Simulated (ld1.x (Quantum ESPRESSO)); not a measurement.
How hard is this tellurium (Te) PAW potential?

tellurium (Te), PAW, made with ld1.x (Quantum ESPRESSO) 7.5 (PBE, scalar-relativistic). Core [Kr], reference 4d10 5s2 5p3 (charge +1). Waves: 5s (bound): rcut 1.50, rcutus 2.05 bohr; 5s channel at -1.15 Ry: rcut 1.50, rcutus 2.05 bohr; 5p (bound): rcut 1.80, rcutus 2.05 bohr; 5p channel at 0.5 Ry: rcut 1.80, rcutus 2.05 bohr; 4d (bound): rcut 0.65, rcutus 0.85 bohr; 4d channel at -0.45 Ry: rcut 0.65, rcutus 0.85 bohr. Local part: all-electron potential smoothed inside 2.00 bohr (lloc = -1). Core correction: Bessel-smoothed model core inside 0.60 bohr. Augmentation charge: PSQ, inside the norm-conserving radii.

The pseudo-atom Hamiltonian at the reference potential is diagonalised in spherical Bessel functions j_l(qr) that vanish at 20 bohr, with q² up to the cutoff. All-electron valence levels (Ry): 5s -1.7230, 5p -1.0056, 4d -3.7247.

Task: How do the lowest levels (Ry) of each channel move with the cutoff, and are there ghosts?

Result:

| cutoff (Ry) | s #1 | p #1 | p #2 | d #1 | f #1 | f #2 | Σ f·Δε (mRy) |
| --- | --- | --- | --- | --- | --- | --- | --- |
| 8 | -1.7228 | -1.0057 | -0.2273 | -0.6885 | -0.0577 | 0.0315 | 30366.0 |
| 25 | -1.7234 | -1.0061 | -0.2274 | -1.9558 | -0.0578 | 0.0311 | 17691.0 |
| 50 | -1.7235 | -1.0061 | -0.2274 | -3.1895 | -0.0578 | 0.0311 | 5353.5 |
| 100 | -1.7235 | -1.0061 | -0.2274 | -3.6966 | -0.0578 | 0.0311 | 282.9 |
| 180 | -1.7235 | -1.0061 | -0.2274 | -3.7243 | -0.0578 | 0.0311 | 6.3 |
| 400 | -1.7235 | -1.0061 | -0.2274 | -3.7249 | -0.0578 | 0.0311 | 0.0 |

Result: no extra level below or beside the all-electron valence levels (s, p, d, f tested); 10 mRy is reached at 160 Ry and 1 mRy at 300 Ry.
